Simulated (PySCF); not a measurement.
Compound: C₅H₆N₂Si.
InChI=1S/C5H6N2Si/c6-5-8-7-3-1-2-4-7/h1-4H,8H2

Torsions of this conformer, `[N:1]#[C:2][SiH2:3][n:4]1[cH:5][cH:6][cH:7][cH:8]1`: C2–Si3–N4–C5 84°.

The closed-shell ground state was solved at several levels (PySCF, density fitting, gas phase, non-relativistic). The structure is a single PBE0-D3(BJ)/def2-SVP conformer in the gas phase; no vibrational or solvent corrections.

```
           level  basis functions  total energy (Eh)  HOMO (eV)  LUMO (eV)  gap (eV)  dipole (D)
   PBE0/pcSseg-1              173          -592.6079      -6.65      -1.07      5.58        3.18
wB97X-D/pcSseg-1              173          -592.9746      -8.46       0.72      9.18        3.22
```

**Question.** Estimate the row for B3LYP/def2-SVPD, a basis of 212 functions; the other rows only guide the guess.

**Answer.** Total energy -592.8576 Eh, HOMO -6.46 eV, LUMO -1.32 eV, gap 5.14 eV, dipole 3.22 D.

**Question.** Over all these levels, which gives the widest orbital gap and which the narrowest?

**Answer.** wB97X-D/pcSseg-1 (range-separated hybrid) has the widest, 9.18 eV, and B3LYP/def2-SVPD (global hybrid, 20 % exact exchange) the narrowest, 5.14 eV. Functional and basis both differ between the two, so the spread mixes both effects.

**Question.** How far do the dipole and the HOMO energy spread over the levels?

**Answer.** The dipole runs from 3.18 to 3.22 D (mean 3.21 D) and the HOMO from -8.46 to -6.46 eV.

The pairwise dispersion term of wB97X-D wasn't added to the energies; at a given geometry it leaves orbitals and properties as they are.
